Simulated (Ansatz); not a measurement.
The cluster Ga2As3⁺, relaxed as a singlet with RKS r2SCAN-D4/def2-SVP in Ansatz, starting from the r2SCAN-D4/def2-SVP geometry of the neutral doublet. Force threshold 0.02 eV/Å.

The structure comes from a short search, and lower isomers may exist.

Start:

```tsv
atom	x (Å)	y (Å)	z (Å)
Ga1	-0.6417	1.5289	-0.5339
Ga2	-1.5295	-0.7659	-0.8734
As3	1.0578	-0.9385	-0.7465
As4	1.3731	0.9184	0.7620
As5	-0.2598	-0.7430	1.3918
```

(1) Estimate the energy that the relaxation releases and the steps that it takes.

(2) Does the start keep its bonding and symmetry?

(3) Predict the relaxed structure.

Results:

(1) 0.54 eV, in 5 steps; 27 s on 4 threads of Intel Xeon on a shared host. No frequencies were taken in this run, so the end may be a saddle point.

(2) By distances, no bond broke or formed. The bond that changes most is As3–As5, from 2.52 to 2.66 Å (atoms count from 1). Point group Cs at the start, Cs at the end, both within 0.05 Å.

(3) 
```tsv
atom	x (Å)	y (Å)	z (Å)
Ga1	-0.7644	1.7680	-0.6318
Ga2	-1.3249	-0.6657	-0.7559
As3	1.1326	-1.0617	-0.7734
As4	1.2164	0.8148	0.6751
As5	-0.2597	-0.8555	1.4860
```
Bond lengths (bridged metal pairs left out): 3 × As–As 2.37 to 2.66 Å; 3 × As–Ga 2.49 to 2.56 Å; 1 × Ga–Ga 2.50 Å.
